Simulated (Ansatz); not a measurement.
Start from `[F][SbH][SeH]` and change one element to get `[F][SbH][SH]`.

Ansatz, PBE0-D4/def2-TZVP geometries, multiplicity 1. Each molecule was computed in one conformer, which needn't be the lowest.

Elements past krypton have def2 core potentials. Scalar relativity is left out up to krypton.

```csv
property,`[F][SbH][SeH]`
HOMO energy (PBE0/def2-TZVPP) / eV,-7.45
HOMO–LUMO gap (PBE0/def2-TZVPP) / eV,5.97
size of the dipole moment (ωB97M-V/def2-TZVPP) / D,2.31
LUMO energy (PBE0/def2-TZVPP) / eV,-1.47
HOMO energy (B3LYP/def2-TZVPP) / eV,-7.19
HOMO–LUMO gap (ωB97M-V/def2-TZVPP) / eV,9.88
```

(1) What does the change do to each property? (Best estimate.)

## Answers

(1) Computed: 
```
                                          property  `[F][SbH][SH]`  shift
                HOMO energy (PBE0/def2-TZVPP) / eV           -7.87  -0.42
              HOMO–LUMO gap (PBE0/def2-TZVPP) / eV            6.43   0.46
size of the dipole moment (ωB97M-V/def2-TZVPP) / D            2.32   0.01
                LUMO energy (PBE0/def2-TZVPP) / eV           -1.44   0.03
               HOMO energy (B3LYP/def2-TZVPP) / eV           -7.60  -0.41
           HOMO–LUMO gap (ωB97M-V/def2-TZVPP) / eV           10.40   0.52
```

Dipoles are sizes alone; their direction can turn.

B3LYP here is the variant with VWN-RPA as its local correlation; programs differ in this.

Spin–orbit coupling is left out; it splits and shifts lone-pair levels of the heavy atoms by tenths of an eV.
